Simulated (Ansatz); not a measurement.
`BO[SiH2]C` and `[BH2][AlH][O][SiH2]C` differ in one atom or group.

Ansatz, PBE0-D4/def2-TZVP geometries, multiplicity 1. Each molecule was computed in one conformer, which needn't be the lowest.

```
                                      property  `BO[SiH2]C`
           HOMO–LUMO gap (PBE/def2-TZVPP) / eV         5.31
size of the dipole moment (PBE/def2-TZVPP) / D         1.66
       HOMO–LUMO gap (ωB97M-V/def2-TZVPP) / eV        12.01
             LUMO energy (PBE/def2-TZVPP) / eV        -1.53
          HOMO–LUMO gap (PBE0/def2-TZVPP) / eV         7.79
             HOMO energy (PBE/def2-TZVPP) / eV        -6.84
```

Problem. What does the change do to each property? (An estimate is asked.)

Solution. Ansatz gave: 
```json
{"property": "HOMO–LUMO gap (PBE/def2-TZVPP) / eV", "`[BH2][AlH][O][SiH2]C`": "2.71", "shift": "-2.60"}
{"property": "size of the dipole moment (PBE/def2-TZVPP) / D", "`[BH2][AlH][O][SiH2]C`": "0.51", "shift": "-1.15"}
{"property": "HOMO–LUMO gap (ωB97M-V/def2-TZVPP) / eV", "`[BH2][AlH][O][SiH2]C`": "9.04", "shift": "-2.97"}
{"property": "LUMO energy (PBE/def2-TZVPP) / eV", "`[BH2][AlH][O][SiH2]C`": "-3.47", "shift": "-1.94"}
{"property": "HOMO–LUMO gap (PBE0/def2-TZVPP) / eV", "`[BH2][AlH][O][SiH2]C`": "4.95", "shift": "-2.84"}
{"property": "HOMO energy (PBE/def2-TZVPP) / eV", "`[BH2][AlH][O][SiH2]C`": "-6.18", "shift": "0.66"}
```

With PBE0 the HOMO rises by 0.93 eV and the LUMO falls by 1.91 eV, so the gap narrows by about 2.84 eV. PBE moves the HOMO by 0.66 eV and ωB97M-V by 1.15 eV. Dipoles are sizes alone; their direction can turn.
